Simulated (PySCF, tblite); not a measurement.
Isomers of C3H11NSi2. Computed values, GFN2-xTB/tblite, gas phase, harmonic and unscaled. Against measured fundamentals such values can be off by several per cent, at times by over 20. Modes of hydrogen on silicon can be 10 to 20 % off. One conformer each.

Electronic energies: PBE0/pcSseg-1 single points on the GFN2-xTB geometries (PySCF, gas phase).

```json
{"SMILES": "C=C[Si@@](C)(N)[SiH3]", "electronic energy, lowest = 0 (kcal/mol)": "3.7"}
{"SMILES": "C/C=N/[Si@@H](C)[SiH3]", "electronic energy, lowest = 0 (kcal/mol)": "9.1"}
{"SMILES": "CNC1[SiH2]C[SiH2]1", "electronic energy, lowest = 0 (kcal/mol)": "26.2"}
{"SMILES": "C1CN[SiH2][SiH2]C1", "electronic energy, lowest = 0 (kcal/mol)": "0.0"}
{"SMILES": "[SiH3]N([SiH3])C1CC1", "electronic energy, lowest = 0 (kcal/mol)": "20.2"}
{"SMILES": "C=CCN([SiH3])[SiH3]", "electronic energy, lowest = 0 (kcal/mol)": "19.4"}
```

Task: How do GFN2-xTB zero-point energies change the relative energies?

Result: 
```csv
SMILES,ZPE (kcal/mol),of it from modes above 1550 cm⁻¹,electronic (kcal/mol),"with ZPE, lowest = 0 (kcal/mol)",lowest mode (cm⁻¹),rings
C1CN[SiH2][SiH2]C1,82.7,42.5,0.0,0.0,73,1
C=C[Si@@](C)(N)[SiH3],80.0,48.0,3.7,1.0,17i,0
C/C=N/[Si@@H](C)[SiH3],79.0,45.0,9.1,5.4,16,0
C=CCN([SiH3])[SiH3],77.4,43.3,19.4,14.2,47,0
[SiH3]N([SiH3])C1CC1,78.3,41.1,20.2,15.7,29,1
CNC1[SiH2]C[SiH2]1,80.8,42.7,26.2,24.3,53,1
```

The zero-point energies span 5.3 kcal/mol, from `C=CCN([SiH3])[SiH3]` to `C1CN[SiH2][SiH2]C1`. Slightly imaginary modes are left out of the zero-point energy: `C=C[Si@@](C)(N)[SiH3]` 16.9i cm⁻¹. The order is unchanged.

Task: And how do the electronic energies of GFN2-xTB itself compare?

Result: `C1CN[SiH2][SiH2]C1` 13.3; `C=C[Si@@](C)(N)[SiH3]` 49.7; `C/C=N/[Si@@H](C)[SiH3]` 30.4; `C=CCN([SiH3])[SiH3]` 6.4; `[SiH3]N([SiH3])C1CC1` 0.0; `CNC1[SiH2]C[SiH2]1` 53.6 kcal/mol, lowest = 0. Against the energies above, taken from the same isomer `C1CN[SiH2][SiH2]C1`, the largest difference is 33.5 kcal/mol.

Task: What do entropy and thermal enthalpy add at 298.15 K and 1 bar (rigid rotor, harmonic oscillator, one conformer each)?

Result: 
| SMILES | point group | symmetry number | S (cal/(mol K)) | H − H(0) (kcal/mol) | ZPE + H − H(0) − TS (kcal/mol) |
| --- | --- | --- | --- | --- | --- |
| C1CN[SiH2][SiH2]C1 | C1 | 1 | 87.8 | 5.84 | 62.4 |
| C=CCN([SiH3])[SiH3] | C1 | 1 | 98.1 | 6.85 | 55.0 |
| [SiH3]N([SiH3])C1CC1 | C1 | 1 | 94.8 | 6.43 | 56.5 |
| CNC1[SiH2]C[SiH2]1 | C1 | 1 | 91.6 | 6.29 | 59.8 |

Not tabulated: `C=C[Si@@](C)(N)[SiH3]` (lowest mode only 17i cm⁻¹); `C/C=N/[Si@@H](C)[SiH3]` (lowest mode only 16 cm⁻¹).
